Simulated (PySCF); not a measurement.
Two-photon absorption: SMILES N(/C=O)=C/C1=CC1, C₅H₅NO

Cartesian coordinates in Å; atom numbers follow the order of the lines, from 1:
```xyz
12

O     2.6308    0.5710   -1.3135
C     2.1999    0.8580   -0.2282
N     1.7196    0.0240    0.7090
C     0.6000   -0.5135    0.9469
C    -0.5738   -0.3071    0.1734
C    -1.1690    0.2463   -0.8577
C    -2.0257   -0.6444   -0.0122
H     2.3066    1.8809    0.2001
H     0.5315   -1.1662    1.8128
H    -1.1472    0.8739   -1.7144
H    -2.3038   -1.6236   -0.3836
H    -2.7676   -0.2001    0.6415
```

The calculation used TDDFT BHandHLYP/def2-SVPD excited states, vertical, gas phase in PySCF. Geometry: GFN2-xTB.

Q: How strongly do the lowest singlets absorb one photon, and two photons of half the energy?

A: δ for parallel linear polarisation; σ at the peak of a Lorentzian of half width 0.1 eV, single beam; Ω is circular over linear.
```tsv
state	E (eV)	f	photon λ (nm)	δ (au)	σ (GM)	Ω	main
S1	4.10	0.005	605	2.07	0.01	1.40	HOMO−1→LUMO 0.75, HOMO−2→LUMO 0.14
S2	4.88	0.241	508	139	1.22	0.76	HOMO→LUMO 0.91
S3	5.27	0.003	470	7.94	0.08	0.79	HOMO−2→LUMO 0.42, HOMO−1→LUMO+1 0.18
S4	5.64	0.003	440	6.88	0.08	0.80	HOMO−2→LUMO 0.33, HOMO−1→LUMO+1 0.17
S5	6.13	0.001	404	3.77	0.05	1.50	HOMO−3→LUMO 0.80
```

Among these, the strongest one-photon state is S2, the strongest two-photon state S2, with a dipole change of 2.5 D (relaxed, norm of the difference vector).
